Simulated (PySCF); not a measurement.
Gas-phase reaction: InH3 + 3 InCl ⇌ 3 InH + InCl3, at 1600 K and a standard pressure of 1 bar. Level: r2SCAN/def2-TZVP†.

Energies from PySCF, thermal terms from the rigid-rotor harmonic-oscillator model, ideal gas at 1 bar. † marks an energy on the PBE0/def2-TZVP geometry and frequencies. All species are closed-shell singlets. In: scalar-relativistic def2 core potential, no spin-orbit coupling. InH3, InH: computed as isolated molecules; such fragments, hydroxides, amides, oligomers or adducts are transient or little studied in the gas. The harmonic model lacks anharmonicity and excited electronic states, which grow with temperature; levels with a mode under 35 cm⁻¹ are left out. Soft modes under 120 cm⁻¹ make the harmonic entropy rough for InCl3.

```tsv
species	E (Ha)	H(1600 K) − E (kJ/mol)	S°(1600 K) (J/mol/K)
InH3	-191.95758	142.6	334.9
InCl	-650.47015	60.0	310.4
InH	-190.78015	61.7	263.0
InCl3	-1570.91545	133.4	477.3
```
E: electronic energy; H − E holds the zero-point and thermal terms. 1 Ha = 2625.5 kJ/mol.

Problem. Work out ΔH°, ΔS°, ΔG° and log10 K from these numbers.

Solution. 1. ΔE = 3×(-190.78015) + 1×(-1570.91545) − 1×(-191.95758) − 3×(-650.47015) = 0.11213 Ha = 294.4 kJ.
2. Δ(H − E) = 3×(61.7) + 1×(133.4) − 1×(142.6) − 3×(60.0) = -4.1 kJ, so ΔH° = 290.3 kJ.
3. ΔS° = 3×(263.0) + 1×(477.3) − 1×(334.9) − 3×(310.4) = 0.2 J/K; the number of gas molecules stays the same.
4. ΔG° = ΔH° − TΔS° = 290.3 − 1600×(0.2)/1000 = 290.0 kJ.
5. log10 K = −ΔG°/(RT ln 10) = -9.47, with RT ln 10 = 30.63 kJ/mol; at standard pressures the reactants are favoured.
6. A shift of 10 kJ in ΔE would move log10 K by 0.33 here.
For scale, ΔH°(298 K) is 284 kJ at this level, 268 kJ at ωB97M-V/def2-TZVP†, and runs from 232 to 294 kJ over the 18 levels computed.
